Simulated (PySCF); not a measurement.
Identify the unknown among the candidates.

| technique | computed result |
| --- | --- |
| Valence photoelectron | vertical ionisation energy: 9.48 eV [ΔSCF CAM-B3LYP/def2-SVPD] |
| 1H NMR | chemical shifts (computed TMS as zero) by class: 8.56 (1 H), 8.50 (1 H), 8.47 (1 H), 2.62 (2 H), 1.40 (3 H) ppm [GIAO PBE0/pcSseg-1] |
| XPS | C1s 290.6, C1s 290.9, C1s 291.3, C1s 291.4, C1s 291.5, C1s 291.5, N1s 404.9, N1s 405.1 eV [ΔSCF SCAN, pcX-2 on the ionised atom, pcseg-1 elsewhere, spin-free X2C] |
| Couplings | largest of the computed one-bond spin–spin couplings (means over like bonds): 13C–1H +190.1, 13C–1H +188.3, 13C–1H +187.9, 13C–1H +134.9 (×3), 13C–1H +132.5 (×2), 13C–13C +58.1, 13C–13C +57.1, 13C–13C +53.2 Hz [B3LYP/pcJ-1, spin–dipole term left out] |
| Rotational structure | rotational constants A, B, C: 4.909, 1.551, 1.265 GHz [PBE0-D3(BJ)/def2-SVP] |
| 13C NMR | chemical shifts (computed TMS as zero) by class: 164.3 (1 C), 149.9 (1 C), 149.5 (1 C), 148.2 (1 C), 31.6 (1 C), 16.3 (1 C) ppm [GIAO PBE0/pcSseg-1] |
| UV, strongest line | among the 10 lowest singlet transitions: S9 at 7.66 eV (162 nm, f = 0.323) [TDDFT CAM-B3LYP/def2-SVPD] |

The electronic properties come from PySCF, for the isolated species, density fitting. Levels stand in brackets. Geometry: PBE0-D3(BJ)/def2-SVP, one conformer, isolated molecule. Each NMR value is the plain mean over a class of atoms that symmetry, rotation or inversion makes alike.

Question: Which candidate is it?
A. `NCc1ccncc1`
B. `CNc1ccncc1`
C. `CCc1cnccn1`

Answer: C. It is `CCc1cnccn1`. Numbering: `[CH3:1][CH2:2][c:3]1[cH:4][n:5][cH:6][cH:7][n:8]1`. Its formula, C6H8N2, gives 4 degrees of unsaturation: 1 ring and 3 π bonds in the structure found (Kekulé form). 6 carbons fall into 6 classes; from least to most shielded: substituted aromatic carbon [C3] (164.3 ppm), aromatic CH next to a ring nitrogen [C7] (149.9 ppm), aromatic CH next to a ring nitrogen [C4] (149.5 ppm), aromatic CH next to a ring nitrogen [C6] (148.2 ppm), benzylic-type carbon [C2] (31.6 ppm), methyl carbon [C1] (16.3 ppm). Hydrogen classes from least to most shielded: 1 H on an aromatic CH next to a ring nitrogen, C7 (8.56 ppm), 1 H on an aromatic CH next to a ring nitrogen, C4 (8.50 ppm), 1 H on an aromatic CH next to a ring nitrogen, C6 (8.47 ppm), 2 H on a benzylic-type carbon, C2 (2.62 ppm), 3 H on a methyl carbon, C1 (1.40 ppm, a mean of values up to 1.0 ppm apart in this geometry). The couplings run between: +190.1 Hz, aromatic CH next to a ring nitrogen [C6] and its hydrogen; +188.3 Hz, aromatic CH next to a ring nitrogen [C4] and its hydrogen; +187.9 Hz, aromatic CH next to a ring nitrogen [C7] and its hydrogen; +134.9 Hz, methyl carbon [C1] and its hydrogen (with 2 like pairs); +132.5 Hz, benzylic-type carbon [C2] and its hydrogen (with 1 like pair); +58.1 Hz, substituted aromatic carbon [C3] and aromatic CH next to a ring nitrogen [C4]; +57.1 Hz, aromatic CH next to a ring nitrogen [C6] and aromatic CH next to a ring nitrogen [C7]; +53.2 Hz, benzylic-type carbon [C2] and substituted aromatic carbon [C3]. The core levels belong to: C1s 290.6 eV, methyl carbon [C1]; C1s 290.9 eV, benzylic-type carbon [C2]; C1s 291.3 eV, aromatic CH next to a ring nitrogen [C4]; C1s 291.4 eV, aromatic CH next to a ring nitrogen [C6]; C1s 291.5 eV, aromatic CH next to a ring nitrogen [C7]; C1s 291.5 eV, substituted aromatic carbon [C3]; N1s 404.9 eV, pyridine-type nitrogen [N8]; N1s 405.1 eV, pyridine-type nitrogen [N5]. The hole state at 291.5 eV has ⟨S²⟩ = 0.84 against 0.75, so that value is less sure. The first electron is taken from the HOMO, whose largest Löwdin shares are 0.28 on a pyridine-type nitrogen, 0.27 on a pyridine-type nitrogen, 0.09 on an aromatic CH next to a ring nitrogen and 0.08 on an aromatic CH next to a ring nitrogen. The optimised geometry has point group C1 and is an asymmetric top.

The others, at the same levels:
- `NCc1ccncc1` fails: it has 4 carbon classes against 6; its computed 13C shifts are 159.1 (1 C), 156.8 (2 C), 127.2 (2 C), 51.5 (1 C) ppm and 1H shifts are 8.76 (2 H), 7.02 (2 H), 3.55 (2 H), 0.37 (2 H) ppm.
- `CNc1ccncc1` fails: its computed vertical ionisation energy is 8.20 eV (against 9.48 eV), strongest line among the 10 lowest singlet transitions is S8 at 6.88 eV (180 nm, f = 0.534) (against S9 at 7.66 eV) and rotational constant A is 5.265 GHz (against 4.909 GHz).

Each candidate is one conformer, not necessarily the lowest. The conformers computed, where there is a choice (atom-mapped SMILES and torsion angles):
- `[CH3:1][CH2:2][c:3]1[cH:4][n:5][cH:6][cH:7][n:8]1`: C1–C2–C3–C4 121°
- `[NH2:1][CH2:2][c:3]1[cH:4][cH:5][n:6][cH:7][cH:8]1`: N1–C2–C3–C4 -88°, H–N1–C2–C3 -58°, H–N1–C2–C3 58°
- `[CH3:1][NH:2][c:3]1[cH:4][cH:5][n:6][cH:7][cH:8]1`: C1–N2–C3–C4 -174°
